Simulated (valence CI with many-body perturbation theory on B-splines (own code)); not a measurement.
**E1 line list for K⁶⁺**

Calculated by relativistic CI+MBPT: three valence electrons over a frozen Dirac-Fock core [Ne], radial functions for each j: 11 s, 11 p, 10 d, 8 f, 5 g, 2 h, with the one-electron correlation potential Σ1 (screened to all orders), the two-electron term Σ2, the three-electron term Σ3, Breit, model QED; selected single and double excitations, second order for the rest, scaled by the run's own slope (own B-spline code, finite nucleus).

Set against measurement, 69 paired levels are off by 138 cm⁻¹ on average, the worst by 367. These come from a selection out of Sansonetti, J. Phys. Chem. Ref. Data 37, 7 (2008). Levels without a partner in it may be off by more.

Lines 351 to 400 of 572 in falling wavelength, among levels below 762870 cm⁻¹, chosen from the strongest by gf and those to the six lowest levels. Wavelengths and rates use the calculated energies, so an error of 100 cm⁻¹ moves a line at 41.10 nm by 0.041 % and its rate by three times that or more. Electric multipoles are in the length gauge, E1 and E2 with the static RPA response of the core. Weak lines are less certain than strong ones. Lines between different terms over intervals too small for the method are left out, as are lines whose strength nearly cancels. Where a level lies close to another of its J and parity, the split of strength between their lines is uncertain. The highest levels of a list are the least certain.

Names give the largest LS component (configuration and term), which can be under half, so a name can repeat, a term be missing and a line seem to break the LS rules; names also repeat where a configuration has a term twice. Letters in brackets count levels of one name in rising energy.

| λ vac (nm) | λ from measured levels | Upper | Lower | A (s⁻¹) | S (a.u.) with core polarisation | S without |
| --- | --- | --- | --- | --- | --- | --- |
| 41.14 |  | 3p3d² ⁴F°_3/2 | 3p²3d ⁴F_3/2 | 1.51e+10 | 2.07e+00 | 2.15e+00 |
| 41.10 |  | 3p3d² ⁴F°_5/2 | 3p²3d ⁴F_3/2 | 2.03e+09 | 4.18e-01 | 4.33e-01 |
| 41.10 | 41.08 | 3p²3d ⁴P_3/2 | 3p³ ⁴S°_3/2 | 2.21e+10 | 3.03e+00 | 3.14e+00 |
| 41.03 | 41.01 | 3p²3d ⁴P_1/2 | 3p³ ⁴S°_3/2 | 2.24e+10 | 1.53e+00 | 1.58e+00 |
| 40.90 | 40.90 | 3s3p3d ²D°_3/2 [b] | 3s3p² ²P_1/2 | 2.17e+10 | 2.93e+00 | 3.04e+00 |
| 40.89 |  | 3s3d² ⁴P_1/2 | 3s3p3d ⁴P°_1/2 | 6.42e+09 | 4.33e-01 | 4.47e-01 |
| 40.88 |  | 3s3d² ⁴P_3/2 | 3s3p3d ⁴P°_1/2 | 6.84e+09 | 9.22e-01 | 9.53e-01 |
| 40.83 | 40.82 | 3s3p3d ⁴P°_5/2 | 3s3p² ⁴P_5/2 | 4.12e+09 | 8.30e-01 | 8.60e-01 |
| 40.83 | 40.85 | 3s3p3d ²F°_7/2 [a] | 3s3p² ²D_5/2 | 7.39e+09 | 1.99e+00 | 2.06e+00 |
| 40.77 |  | 3s3d² ⁴P_1/2 | 3s3p3d ⁴P°_3/2 | 2.30e+10 | 1.54e+00 | 1.59e+00 |
| 40.75 |  | 3s3d² ⁴P_5/2 | 3s3p3d ⁴P°_3/2 | 5.03e+09 | 1.01e+00 | 1.04e+00 |
| 40.69 | 40.68 | 3s3p3d ⁴P°_3/2 | 3s3p² ⁴P_5/2 | 3.12e+09 | 4.14e-01 | 4.29e-01 |
| 40.63 |  | 3s3d² ⁴P_3/2 | 3s3p3d ⁴P°_5/2 | 1.41e+10 | 1.87e+00 | 1.93e+00 |
| 40.62 |  | 3s3d² ⁴P_5/2 | 3s3p3d ⁴P°_5/2 | 1.16e+10 | 2.31e+00 | 2.39e+00 |
| 40.54 | 40.53 | 3s3p3d ⁴P°_5/2 | 3s3p² ⁴P_3/2 | 8.24e+09 | 1.63e+00 | 1.69e+00 |
| 40.49 |  | 3p3d² ²G°_9/2 | 3p²3d ²F_7/2 [a] | 2.96e+09 | 9.68e-01 | 1.00e+00 |
| 40.39 | 40.40 | 3s²3d ²D_3/2 | 3s²3p ²P°_3/2 | 3.50e+09 | 4.56e-01 | 4.72e-01 |
| 40.39 | 40.39 | 3p²3d ²D_5/2 [a] | 3p³ ²D°_5/2 | 1.32e+10 | 2.57e+00 | 2.66e+00 |
| 40.37 | 40.38 | 3s²3d ²D_5/2 | 3s²3p ²P°_3/2 | 1.99e+10 | 3.87e+00 | 4.01e+00 |
| 40.29 | 40.28 | 3s3p3d ⁴P°_1/2 | 3s3p² ⁴P_3/2 | 5.54e+09 | 3.58e-01 | 3.71e-01 |
| 40.27 |  | 3p3d² ²G°_7/2 | 3p²3d ²F_5/2 [a] | 3.03e+09 | 7.81e-01 | 8.07e-01 |
| 40.27 | 40.27 | 3p²3d ²D_3/2 [a] | 3p³ ²D°_3/2 | 1.32e+10 | 1.70e+00 | 1.76e+00 |
| 40.24 | 40.23 | 3s3p3d ⁴D°_3/2 | 3s3p² ⁴P_5/2 | 3.19e+09 | 4.11e-01 | 4.26e-01 |
| 40.22 | 40.21 | 3s3p3d ⁴P°_3/2 | 3s3p² ⁴P_1/2 | 9.92e+09 | 1.27e+00 | 1.32e+00 |
| 40.19 | 40.18 | 3s3p3d ⁴D°_5/2 | 3s3p² ⁴P_5/2 | 1.03e+10 | 1.97e+00 | 2.05e+00 |
| 40.16 | 40.15 | 3s3p3d ⁴D°_7/2 | 3s3p² ⁴P_5/2 | 2.04e+10 | 5.23e+00 | 5.41e+00 |
| 40.11 | 40.10 | 3s3p3d ⁴P°_1/2 | 3s3p² ⁴P_1/2 | 7.47e+09 | 4.76e-01 | 4.93e-01 |
| 40.02 | 40.02 | 3s3p3d ⁴D°_1/2 | 3s3p² ⁴P_3/2 | 7.96e+09 | 5.03e-01 | 5.22e-01 |
| 39.96 | 39.95 | 3s3p3d ⁴D°_3/2 | 3s3p² ⁴P_3/2 | 1.27e+10 | 1.60e+00 | 1.66e+00 |
| 39.91 | 39.90 | 3s3p3d ⁴D°_5/2 | 3s3p² ⁴P_3/2 | 9.61e+09 | 1.81e+00 | 1.87e+00 |
| 39.88 | 39.89 | 3s²3d ²D_3/2 | 3s²3p ²P°_1/2 | 1.70e+10 | 2.13e+00 | 2.21e+00 |
| 39.84 | 39.83 | 3s3p3d ⁴D°_1/2 | 3s3p² ⁴P_1/2 | 1.19e+10 | 7.43e-01 | 7.69e-01 |
| 39.78 | 39.77 | 3s3p3d ⁴D°_3/2 | 3s3p² ⁴P_1/2 | 3.69e+09 | 4.58e-01 | 4.74e-01 |
| 39.42 | 39.42 | 3s3d² ⁴F_9/2 | 3s3p3d ⁴F°_9/2 | 1.03e+10 | 3.10e+00 | 3.22e+00 |
| 39.25 | 39.25 | 3s3d² ⁴F_5/2 | 3s3p3d ⁴F°_7/2 | 2.05e+09 | 3.67e-01 | 3.80e-01 |
| 39.24 | 39.24 | 3s3d² ⁴F_7/2 | 3s3p3d ⁴F°_7/2 | 8.88e+09 | 2.12e+00 | 2.20e+00 |
| 39.24 |  | 3s3d² ²D_3/2 | 3s3p3d ²D°_3/2 [a] | 1.54e+10 | 1.84e+00 | 1.90e+00 |
| 39.15 |  | 3s3d² ²D_5/2 | 3s3p3d ²D°_5/2 [a] | 1.93e+10 | 3.43e+00 | 3.54e+00 |
| 39.11 | 39.11 | 3s3d² ⁴F_5/2 | 3s3p3d ⁴F°_5/2 | 8.16e+09 | 1.45e+00 | 1.50e+00 |
| 39.07 |  | 3s3p4p ²D_5/2 [b] | 3s3p3d ²F°_7/2 [b] | 2.28e+09 | 4.03e-01 | 3.93e-01 |
| 39.02 |  | 3s3d² ⁴F_3/2 | 3s3p3d ⁴F°_3/2 | 9.44e+09 | 1.11e+00 | 1.15e+00 |
| 38.41 | 38.43 | 3s3p3d ²D°_5/2 [a] | 3s3p² ⁴P_3/2 | 5.90e+07 | 9.91e-03 | 1.03e-02 |
| 38.39 |  | 3s3p4p ²D_3/2 [a] | 3s3p3d ²D°_3/2 [a] | 4.80e+09 | 5.36e-01 | 5.62e-01 |
| 38.19 |  | 3s3p4p ²D_5/2 [a] | 3s3p3d ²D°_5/2 [a] | 2.70e+09 | 4.46e-01 | 4.70e-01 |
| 37.84 |  | 3s3d² ²F_7/2 | 3s3p3d ²F°_7/2 [a] | 1.04e+10 | 2.23e+00 | 2.31e+00 |
| 37.50 |  | 3s3d² ²F_5/2 | 3s3p3d ²F°_5/2 [a] | 1.06e+10 | 1.65e+00 | 1.71e+00 |
| 36.47 | 36.49 | 3p²3d ²D_5/2 [c] | 3p³ ²P°_3/2 | 1.93e+10 | 2.77e+00 | 2.85e+00 |
| 36.33 | 36.35 | 3p²3d ²D_3/2 [c] | 3p³ ²P°_3/2 | 3.46e+09 | 3.27e-01 | 3.38e-01 |
| 36.32 | 36.34 | 3p²3d ²D_3/2 [c] | 3p³ ²P°_1/2 | 1.61e+10 | 1.52e+00 | 1.57e+00 |
| 35.80 | 35.83 | 3s3p3d ²F°_7/2 [a] | 3s3p² ⁴P_5/2 | 2.07e+07 | 3.76e-03 | 3.90e-03 |
